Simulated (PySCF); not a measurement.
# Two-component Hartree-Fock for Ga²³⁺ (gallium, charge +23)

Start: [He] 2s2 2p4; 2p1/2 filled at m_j = -1/2, +1/2; 2p3/2 filled at m_j = +1/2, +3/2. Calculated with PySCF 2.14 in an even-tempered Gaussian basis (18 s from 6.6 bohr⁻², ratio 2.4; 12 p from 8.6 bohr⁻², ratio 2.4; 5 d from 34 bohr⁻², ratio 2.6; 5 f from 51 bohr⁻², ratio 2.6): generalised Hartree-Fock with the X2C-1e Hamiltonian and a Gaussian nucleus; one run each with spin-orbit coupling (SO) switched off, then screened by Boettger's factors.

| spinor shell | electrons | ε, spin-free (eV) | ε, screened SO (eV) | weight of nominal j (screened SO) | rms radius, screened SO (bohr) |
| --- | --- | --- | --- | --- | --- |
| 1s1/2 | 2 | -11671.5 | -11669.9 | 1.000 | 0.0558 |
| 2s1/2 | 2 | -2405.5 | -2405.1 | 1.000 | 0.226 |
| 2p1/2 | 2 | -2273.7 | -2291.0 | 0.883 | 0.197 |
| 2p3/2 | 2 | -2273.7 | -2262.9 | 0.903 | 0.200 |

```
   quantity    spin-free  screened SO
E (hartree)  -1531.30902  -1531.94793
        M_J            2            2
       ⟨J²⟩        6.000        6.000
       ⟨L²⟩        2.000        2.657
       ⟨S²⟩        2.000        1.672
```

Each row is a mean over spinors that exchange with the open shell spreads, by up to 39.962 eV (2s1/2).

Rows whose weight is well below 1 are mixtures of j = l ± 1/2: exchange outweighs spin-orbit coupling there, and the label is only the starting occupation.

Without spin-orbit coupling the j labels of p, d and f shells carry no meaning; the spin-free column gives the mean over the occupied spinors of each nl shell.
